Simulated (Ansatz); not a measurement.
Consider the cleavage of the B–Si bond: `N[SiH]([GaH2])BF` + `N[SiH3]` → `FBN[SiH3]` + `N[SiH2][GaH2]`.

Computed with Ansatz on PBE0-D4/def2-TZVP structures; ΔE is electronic, products minus reactants. CBS: MP2 limit from def2 TZ/QZ plus the TZ coupled-cluster correction, frozen cores. This one scheme is used for every species. Functionals use def2-TZVPP. For Ga outer-core shells are correlated without core-valence functions, which leaves a few kJ/mol of doubt a bond. Scalar relativity is left out up to krypton. Each species was taken in one conformer, which may not be the lowest.

```
             level  ΔE (kJ/mol)  difference from CCSD(T)/CBS
         revPBE-D4       -141.5                         14.7
         r2SCAN-D4       -153.8                          2.4
      CAM-B3LYP-D4       -161.6                         -5.4
           ωB97M-V       -160.1                         -3.9
            B2PLYP       -159.6                         -3.4
              BLYP       -150.9                          5.3
           r2SCANh       -155.8                          0.4
           LC-ωPBE       -153.6                          2.6
RPA@PBE/def2-TZVPP       -156.0                          0.2
       HF/def2-SVP       -184.1                        -27.9
      MP2/def2-SVP       -179.9                        -23.7
    MP2/def2-TZVPP       -162.5                         -6.3
CCSD(T)/def2-TZVPP       -157.6                         -1.4
    MP2/def2-QZVPP       -161.8                         -5.6
SCS-MP2/def2-QZVPP       -162.5                         -6.3
    CCSD/CBS(def2)       -158.0                         -1.8
       CCSD(T)/CBS       -156.2                            0
```

Largest T1 diagnostic among the species: 0.014.

At CCSD(T), def2-SVP lies −18.8 kJ/mol from the extrapolated value and def2-TZVPP −1.4 kJ/mol. From PBE to PBE0 (25 % exact exchange), in def2-TZVPP and without D4, ΔE moves by −6.9 kJ/mol. In def2-TZVPP, CCSD(T) changes the Hartree–Fock value by +14.0 kJ/mol (the triples alone add +1.8 kJ/mol) and MP2 by +9.1 kJ/mol.

CCSD(T)/CBS has its own doubt, a few kJ/mol and more with outer-core shells, so smaller differences from it don't rank the levels.
